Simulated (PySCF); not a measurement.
C4H7BF2, SMILES F/C(C)=C\B(C)F.

The structure is a stationary point at B3LYP-D3(BJ)/def2-SVP. The structure was generated by enumeration; whether it is a known compound was not checked. The values are those of a single conformer.

Two levels are set side by side: TDA-PBE/def2-SVPD (PySCF) and TDA-LC-ωPBE/def2-SVPD (PySCF). Vertical, same geometry. The lowest singlet is HOMO−1→LUMO 100 % with PBE and HOMO−1→LUMO 93 % with the other functional; states are paired by order. Differences are taken from unrounded values.

```
quantity                               TDA-LC-ωPBE
-------------------------------------  -----------
lowest singlet excitation (eV)                6.23
lowest triplet excitation (TDA) (eV)          3.62
first bright state (f over 0.05) (eV)         6.51
its oscillator strength                       0.64
```

Q: What does TDA-PBE give, and how far is it from TDA-LC-ωPBE? (An estimate is asked for; the answer gives what the named calculation found.)

A: 
```tsv
quantity	TDA-PBE	TDA-PBE minus TDA-LC-ωPBE
lowest singlet excitation (eV)	5.13	-1.09
lowest triplet excitation (TDA) (eV)	3.72	0.09
first bright state (f over 0.05) (eV)	5.97	-0.54
its oscillator strength	0.62	-0.03
```

Functionals without exact exchange tend to place singlet excitations lower, as here. Differences between two approximate levels are no errors against the true value.

Rough cost on one machine, each run with all the roots and properties that it gave: TDA-LC-ωPBE against TDA-PBE about 3 times.
